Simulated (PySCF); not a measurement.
## Electron correlation in Sc⁺ (scandium, charge +1)

[Ar] 3d1 4s1, high-spin 3D determinant. All numbers are calculated (PySCF 2.14, the spin-free X2C one-electron Hamiltonian (Gaussian nucleus), in ANO-RCC-VTZP). Frozen: [Ar]; 2 electrons correlated.

With two correlated electrons CCSD is exact within the correlated space (frozen core and kept virtual orbitals).

| level | correlation energy (mhartree) |
| --- | --- |
| CCSD | -4.41 |

Diagnostics: T1 = 0.0100, D1 = 0.0196, largest double amplitude 0.024.

Cost of the coupled-cluster step: about 0.5 core-seconds, for 2 correlated electrons.

Iterations:

```
CC2 = 0
CCSD nocc = (np.int64(2), np.int64(0)), nmo = (50, 50)
frozen orbitals [[0, 1, 2, 3, 4, 5, 6, 7, 8], [0, 1, 2, 3, 4, 5, 6, 7, 8]]
max_cycle = 100
direct = 0
conv_tol = 1e-08
conv_tol_normt = 1e-06
diis_space = 8
diis_start_cycle = 0
Init t2, MP2 energy = -0.00318625073274679
Init E_corr(UCCSD) = -0.00318625073297901
cycle = 1  E_corr(UCCSD) = -0.00400065987629294  dE = -0.000814409143  norm(t1,t2) = 0.0123515
cycle = 2  E_corr(UCCSD) = -0.00425031707773218  dE = -0.000249657201  norm(t1,t2) = 0.00494624
cycle = 3  E_corr(UCCSD) = -0.00439237926758573  dE = -0.00014206219  norm(t1,t2) = 0.00269967
cycle = 4  E_corr(UCCSD) = -0.00439337760561397  dE = -9.98338028e-07  norm(t1,t2) = 0.00163416
cycle = 5  E_corr(UCCSD) = -0.00440567041465378  dE = -1.2292809e-05  norm(t1,t2) = 0.00106877
cycle = 6  E_corr(UCCSD) = -0.00440485705589822  dE = 8.13358756e-07  norm(t1,t2) = 0.000567553
cycle = 7  E_corr(UCCSD) = -0.00440620730899375  dE = -1.3502531e-06  norm(t1,t2) = 0.000110485
cycle = 8  E_corr(UCCSD) = -0.004405969971155  dE = 2.37337839e-07  norm(t1,t2) = 2.49023e-05
cycle = 9  E_corr(UCCSD) = -0.00440614833264243  dE = -1.78361487e-07  norm(t1,t2) = 8.94084e-06
cycle = 10  E_corr(UCCSD) = -0.00440610351778332  dE = 4.48148591e-08  norm(t1,t2) = 1.89001e-06
cycle = 11  E_corr(UCCSD) = -0.00440610088794481  dE = 2.62983851e-09  norm(t1,t2) = 2.9063e-07
UCCSD converged
E(UCCSD) = -763.091595356528  E_corr = -0.00440610088794481
```
